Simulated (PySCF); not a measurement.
C₃H₃N₂ (SMILES C1=CN=C[N]1), doublet, at a GFN2-xTB geometry; CASSCF(9,8)/6-31G run with PySCF.

PySCF was given this input:
```python
from pyscf import gto, scf, mcscf
import numpy

mol = gto.M(
    atom='''
C    -0.989764   -0.450102    0.347065
C    -0.784513    0.731364   -0.390290
N     0.533518    0.868646   -0.569892
C     1.108209   -0.175676    0.026998
N     0.211196   -0.986700    0.588034
H    -1.895148   -0.906868    0.692082
H    -1.486915    1.442999   -0.774475
H     2.165466   -0.343274    0.052754
''',
    basis='6-31g',
    charge=0,
    spin=1,
    verbose=4,
)

mf = scf.ROHF(mol)
mf.kernel()
mc = mcscf.CASSCF(mf, 8, 9)
mc.fix_spin_(ss=0.75)
mc.kernel()
occ = numpy.linalg.eigvalsh(mc.fcisolver.make_rdm1(mc.ci, mc.ncas, mc.nelecas))[::-1]
ss = mc.fcisolver.spin_square(mc.ci, mc.ncas, mc.nelecas)[0]
print('natural occupations', occ.round(4), ' <S^2>', round(ss, 4))
```

The log (banner, timings and long lists left out):

```
PySCF version 2.14.0

[INPUT] verbose = 4
[INPUT] num. atoms = 8
[INPUT] num. electrons = 35
[INPUT] charge = 0
[INPUT] spin (= nelec alpha-beta = 2S) = 1
[INPUT] symmetry False subgroup None
[INPUT] Mole.unit = angstrom
[INPUT] Symbol           X                Y                Z      unit          X                Y                Z       unit  Magmom
[...]
nuclear repulsion = 155.160760369334
number of shells = 31
number of NR pGTOs = 122
number of NR cGTOs = 51
basis = 6-31g
ecp = {}

******** <class 'pyscf.scf.rohf.ROHF'> ********
method = ROHF
initial guess = minao
damping factor = 0
level_shift factor = 0
DIIS = <class 'pyscf.scf.diis.CDIIS'>
diis_start_cycle = 1
diis_space = 8
diis_damp = 0
SCF conv_tol = 1e-09
SCF conv_tol_grad = None
SCF max_cycles = 50
direct_scf = True
direct_scf_tol = 1e-13
num. doubly occ = 17  num. singly occ = 1
Set gradient conv threshold to 3.16228e-05
init E= -225.638800812914
[...]
cycle= 1 E= -223.964127938141  delta_E= 1.67  |g|= 0.512  |ddm|= 2.14
[...]
cycle= 2 E= -224.03534172633  delta_E= -0.0712  |g|= 0.256  |ddm|= 0.597
[...]
cycle= 3 E= -224.050255799416  delta_E= -0.0149  |g|= 0.0632  |ddm|= 0.213
[...]
cycle= 4 E= -224.051573617053  delta_E= -0.00132  |g|= 0.0271  |ddm|= 0.0905
[...]
cycle= 5 E= -224.051843449147  delta_E= -0.00027  |g|= 0.00706  |ddm|= 0.0359
[...]
cycle= 6 E= -224.051871544032  delta_E= -2.81e-05  |g|= 0.00308  |ddm|= 0.00981
[...]
cycle= 7 E= -224.051882937425  delta_E= -1.14e-05  |g|= 0.00135  |ddm|= 0.00727
[...]
cycle= 8 E= -224.051886421052  delta_E= -3.48e-06  |g|= 0.00037  |ddm|= 0.00405
[...]
cycle= 9 E= -224.051886979264  delta_E= -5.58e-07  |g|= 0.000129  |ddm|= 0.00158
[...]
cycle= 10 E= -224.051887059314  delta_E= -8e-08  |g|= 3.3e-05  |ddm|= 0.000652
[...]
cycle= 11 E= -224.051887064351  delta_E= -5.04e-09  |g|= 3.97e-06  |ddm|= 0.000187
[...]
cycle= 12 E= -224.051887064393  delta_E= -4.23e-11  |g|= 1.02e-06  |ddm|= 1.96e-05
[...]
Extra cycle  E= -224.051887064393  delta_E= -2.27e-13  |g|= 4.65e-07  |ddm|= 1.38e-06
converged SCF energy = -224.051887064393

******** <class 'pyscf.mcscf.mc1step.CASSCF'> ********
CAS (5e+4e, 8o), ncore = 13, nvir = 30
max_cycle_macro = 50
max_cycle_micro = 4
conv_tol = 1e-07
conv_tol_grad = None
orbital rotation max_stepsize = 0.02
orbital rotation threshold for CI restart = 0.01
augmented hessian ah_max_cycle = 30
augmented hessian ah_conv_tol = 1e-12
augmented hessian ah_linear dependence = 1e-14
augmented hessian ah_level shift = 1e-08
augmented hessian ah_start_tol = 2.5
augmented hessian ah_start_cycle = 3
augmented hessian ah_grad_trust_region = 3
kf_trust_region = 3
kf_interval = 4
ci_response_space = 4
ci_grad_trust_region = 3
with_dep4 0
natorb = False
canonicalization = True
sorting_mo_energy = False
ao2mo_level = 2
internal_rotation = False
******** <class 'pyscf.fci.addons.SpinPenaltyFCISolver'> ********
max. cycles = 50
conv_tol = 1e-08
davidson only = True
linear dependence = 1e-12
level shift = 0.001
max iter space = 12
nroots = 1
pspace_size = 400
spin = None
CASCI E = -224.106791345816  S^2 = 0.7500000
Set conv_tol_grad to 0.000316228
macro iter   1 ( 21 JK    4 micro), CASSCF E = -224.123595727885  dE = -1.68043821e-02  S^2 = 0.7500000
               |grad[o]|=0.0678  |grad[c]|=0.0215  |ddm|=0.0457  |maxRot[o]|=0.307
macro iter   2 ( 21 JK    4 micro), CASSCF E = -224.131118998585  dE = -7.52327070e-03  S^2 = 0.7500000
               |grad[o]|=0.0406  |grad[c]|=0.0189  |ddm|=0.00482  |maxRot[o]|=0.313
macro iter   3 ( 21 JK    4 micro), CASSCF E = -224.138950866890  dE = -7.83186831e-03  S^2 = 0.7500000
               |grad[o]|=0.0286  |grad[c]|=0.064  |ddm|=0.0373  |maxRot[o]|=0.278
macro iter   4 ( 21 JK    4 micro), CASSCF E = -224.143867697385  dE = -4.91683050e-03  S^2 = 0.7500000
               |grad[o]|=0.0174  |grad[c]|=0.0178  |ddm|=0.0155  |maxRot[o]|= 0.21
macro iter   5 ( 21 JK    4 micro), CASSCF E = -224.145206675151  dE = -1.33897777e-03  S^2 = 0.7500000
               |grad[o]|=0.0123  |grad[c]|=0.0199  |ddm|=0.0128  |maxRot[o]|=0.142
macro iter   6 ( 21 JK    4 micro), CASSCF E = -224.145668918692  dE = -4.62243542e-04  S^2 = 0.7500000
               |grad[o]|=0.00881  |grad[c]|=0.0231  |ddm|=0.0079  |maxRot[o]|=0.105
macro iter   7 ( 21 JK    4 micro), CASSCF E = -224.145864017645  dE = -1.95098952e-04  S^2 = 0.7500000
               |grad[o]|=0.00835  |grad[c]|=0.0133  |ddm|=0.00531  |maxRot[o]|=0.0628
macro iter   8 ( 21 JK    4 micro), CASSCF E = -224.145782437656  dE =  8.15799889e-05  S^2 = 0.7500000
               |grad[o]|=0.00618  |grad[c]|=0.0124  |ddm|=0.00525  |maxRot[o]|=0.0296
macro iter   9 ( 21 JK    4 micro), CASSCF E = -224.146266732683  dE = -4.84295028e-04  S^2 = 0.7500000
               |grad[o]|=0.00576  |grad[c]|=0.008  |ddm|=0.00419  |maxRot[o]|=0.048
macro iter  10 ( 12 JK    3 micro), CASSCF E = -224.147111122995  dE = -8.44390312e-04  S^2 = 0.7500000
               |grad[o]|=0.00494  |grad[c]|=0.011  |ddm|=0.00481  |maxRot[o]|=0.082
macro iter  11 ( 21 JK    4 micro), CASSCF E = -224.147172672422  dE = -6.15494268e-05  S^2 = 0.7500000
               |grad[o]|=0.00404  |grad[c]|=0.0081  |ddm|=0.0019  |maxRot[o]|=0.00798
macro iter  12 ( 21 JK    4 micro), CASSCF E = -224.147197384920  dE = -2.47124979e-05  S^2 = 0.7500000
               |grad[o]|=0.00398  |grad[c]|=0.00964  |ddm|=0.00224  |maxRot[o]|=0.0048
macro iter  13 ( 21 JK    4 micro), CASSCF E = -224.147237931364  dE = -4.05464444e-05  S^2 = 0.7500000
               |grad[o]|=0.00408  |grad[c]|=0.011  |ddm|=0.00273  |maxRot[o]|=0.0133
macro iter  14 ( 21 JK    4 micro), CASSCF E = -224.147619315862  dE = -3.81384497e-04  S^2 = 0.7500000
               |grad[o]|=0.00438  |grad[c]|=0.0152  |ddm|=0.00514  |maxRot[o]|=0.0441
macro iter  15 ( 21 JK    4 micro), CASSCF E = -224.150002223684  dE = -2.38290782e-03  S^2 = 0.7500000
               |grad[o]|=0.00613  |grad[c]|=0.0305  |ddm|=0.0126  |maxRot[o]|=0.108
macro iter  16 ( 21 JK    4 micro), CASSCF E = -224.153551630907  dE = -3.54940722e-03  S^2 = 0.7500000
               |grad[o]|=0.0104  |grad[c]|=0.0354  |ddm|=0.0126  |maxRot[o]|=0.133
macro iter  17 ( 17 JK    4 micro), CASSCF E = -224.154117656191  dE = -5.66025284e-04  S^2 = 0.7500000
               |grad[o]|=0.00856  |grad[c]|=0.0444  |ddm|=0.00946  |maxRot[o]|=0.0883
macro iter  18 (  7 JK    2 micro), CASSCF E = -224.154329682331  dE = -2.12026139e-04  S^2 = 0.7500000
               |grad[o]|=0.00544  |grad[c]|=0.0122  |ddm|=0.00128  |maxRot[o]|=0.0631
macro iter  19 (  7 JK    2 micro), CASSCF E = -224.154469306879  dE = -1.39624548e-04  S^2 = 0.7500000
               |grad[o]|=0.0033  |grad[c]|=0.00699  |ddm|=0.000363  |maxRot[o]|=0.0698
macro iter  20 (  7 JK    2 micro), CASSCF E = -224.154619223587  dE = -1.49916709e-04  S^2 = 0.7500000
               |grad[o]|=0.00276  |grad[c]|=0.00457  |ddm|=0.000288  |maxRot[o]|=0.0698
macro iter  21 (  7 JK    2 micro), CASSCF E = -224.154796951728  dE = -1.77728140e-04  S^2 = 0.7500000
               |grad[o]|=0.00243  |grad[c]|=0.00265  |ddm|=0.000589  |maxRot[o]|=0.0698
macro iter  22 (  7 JK    2 micro), CASSCF E = -224.155027949559  dE = -2.30997831e-04  S^2 = 0.7500000
               |grad[o]|=0.0023  |grad[c]|=0.00135  |ddm|=0.00102  |maxRot[o]|=0.0698
macro iter  23 (  7 JK    2 micro), CASSCF E = -224.155319203933  dE = -2.91254374e-04  S^2 = 0.7500000
               |grad[o]|=0.00228  |grad[c]|=0.00398  |ddm|=0.0014  |maxRot[o]|=0.069
macro iter  24 (  7 JK    2 micro), CASSCF E = -224.155630116280  dE = -3.10912347e-04  S^2 = 0.7500000
               |grad[o]|=0.0024  |grad[c]|=0.00546  |ddm|=0.00134  |maxRot[o]|=0.0698
macro iter  25 (  7 JK    2 micro), CASSCF E = -224.155953205832  dE = -3.23089552e-04  S^2 = 0.7500000
               |grad[o]|=0.0025  |grad[c]|=0.00548  |ddm|=0.00138  |maxRot[o]|=0.0698
macro iter  26 (  7 JK    2 micro), CASSCF E = -224.156262044885  dE = -3.08839053e-04  S^2 = 0.7500000
               |grad[o]|=0.0026  |grad[c]|=0.00353  |ddm|=0.00137  |maxRot[o]|=0.0698
macro iter  27 (  7 JK    2 micro), CASSCF E = -224.156526138283  dE = -2.64093398e-04  S^2 = 0.7500000
               |grad[o]|=0.00257  |grad[c]|=0.00127  |ddm|=0.00137  |maxRot[o]|=0.0697
macro iter  28 (  7 JK    2 micro), CASSCF E = -224.156709886704  dE = -1.83748421e-04  S^2 = 0.7500000
               |grad[o]|=0.00233  |grad[c]|=0.00721  |ddm|=0.00137  |maxRot[o]|=0.0697
macro iter  29 (  6 JK    2 micro), CASSCF E = -224.156769806939  dE = -5.99202348e-05  S^2 = 0.7500000
               |grad[o]|=0.00171  |grad[c]|=0.00571  |ddm|=0.00116  |maxRot[o]|=0.0478
macro iter  30 (  9 JK    3 micro), CASSCF E = -224.156775498974  dE = -5.69203496e-06  S^2 = 0.7500000
               |grad[o]|=0.00092  |grad[c]|=0.00776  |ddm|=0.00163  |maxRot[o]|=0.0502
macro iter  31 ( 11 JK    3 micro), CASSCF E = -224.156736724250  dE =  3.87747239e-05  S^2 = 0.7500000
               |grad[o]|=0.00137  |grad[c]|=0.00275  |ddm|=0.000579  |maxRot[o]|=0.034
macro iter  32 ( 21 JK    4 micro), CASSCF E = -224.156742047006  dE = -5.32275598e-06  S^2 = 0.7500000
               |grad[o]|=0.0013  |grad[c]|=0.00219  |ddm|=0.000205  |maxRot[o]|=0.0154
macro iter  33 (  6 JK    2 micro), CASSCF E = -224.156775108320  dE = -3.30613146e-05  S^2 = 0.7500000
               |grad[o]|=0.000781  |grad[c]|=0.00142  |ddm|=0.000149  |maxRot[o]|=0.0274
macro iter  34 (  6 JK    2 micro), CASSCF E = -224.156785685198  dE = -1.05768778e-05  S^2 = 0.7500000
               |grad[o]|=0.00033  |grad[c]|=0.00111  |ddm|=8.22e-05  |maxRot[o]|=0.0207
macro iter  35 (  7 JK    1 micro), CASSCF E = -224.156786887589  dE = -1.20239051e-06  S^2 = 0.7500000
               |grad[o]|=0.000105  |grad[c]|=0.000759  |ddm|=5.86e-05  |maxRot[o]|=0.00717
macro iter  36 (  6 JK    1 micro), CASSCF E = -224.156787173786  dE = -2.86197178e-07  S^2 = 0.7500000
               |grad[o]|=5.52e-05  |grad[c]|=0.000368  |ddm|=3.16e-05  |maxRot[o]|=0.00316
macro iter  37 (  5 JK    1 micro), CASSCF E = -224.156787242841  dE = -6.90551474e-08  S^2 = 0.7500000
               |grad[o]|=3.32e-05  |grad[c]|=0.000177  |ddm|=1.49e-05  |maxRot[o]|=0.00164
1-step CASSCF converged in  37 macro (498 JK 108 micro) steps
CASSCF canonicalization
Density matrix diagonal elements [1.93504232 1.98578597 1.98823299 1.88030342 1.01035735 0.08444674
 0.09215488 0.02367632]
CASSCF energy = -224.156787242841
CASCI E = -224.156787242841  E(CI) = -18.9429514747511  S^2 = 0.7500000
natural occupations [1.9969 1.9771 1.9368 1.8908 1.0111 0.0889 0.0748 0.0236]  <S^2> 0.75
```
